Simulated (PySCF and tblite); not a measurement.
The numbers below are computed, except where a source is named.
System: C5H10Si, numbered as in [CH2:1]=[C:2]1[CH2:3][CH2:4][SiH2:5][CH2:6]1.

Motion: inversion of the 5-membered ring (2–3–4–5–6). GFN2-xTB gives an electronic barrier of 1.9 kcal/mol.

**Question.** What does PBE0/pcSseg-1 + D3(BJ) give on GFN2-xTB geometries?

**Answer.** A barrier of 2.6 kcal/mol, 0.7 above the tight-binding barrier (from unrounded values) and, with GFN2-xTB thermal terms, ΔG‡(298 K) = 2.8 kcal/mol and k = 1.2×10¹¹ s⁻¹ (2 equivalent paths).

Programs: tblite and PySCF.
